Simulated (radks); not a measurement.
Charge is removed step by step from the 6s1/2 level of neutral praseodymium, starting from [Xe] 4f3 6s2. Method: Dirac Kohn-Sham, PBE, spin-unpolarised, spherical densities, point nucleus; open shells fill j = l - 1/2 first; computed with a radial shooting solver on a logarithmic mesh with Libxc functionals.

removed (e)	E - E(0) (eV)	eigenvalue (eV)	E minus straight line (eV)
0	0.000	-3.457	0.000
0.1	0.367	-3.891	-0.204
0.2	0.778	-4.332	-0.365
0.3	1.234	-4.779	-0.481
0.4	1.734	-5.233	-0.552
0.5	2.281	-5.693	-0.578
0.6	2.873	-6.158	-0.557
0.7	3.512	-6.629	-0.489
0.8	4.199	-7.105	-0.374
0.9	4.933	-7.586	-0.211
1	5.716	-8.072	0.000

Removing the whole electron costs 5.716 eV by Delta-SCF, against 3.457 eV from minus the eigenvalue at the starting occupation. Slater's transition state (half an electron removed) gives 5.693 eV. Integrating minus the eigenvalue over the occupation (Janak's theorem) gives 5.716 eV. The mean slope of the eigenvalue, de/dn, is 4.62 eV per electron. Ionisation energy of Pr in the NIST Atomic Spectra Database: 5.470 eV (semi-empirical).

Beside tabulated values, note that spin-unpolarised runs miss the spin-polarisation part of the exchange energy of open shells.
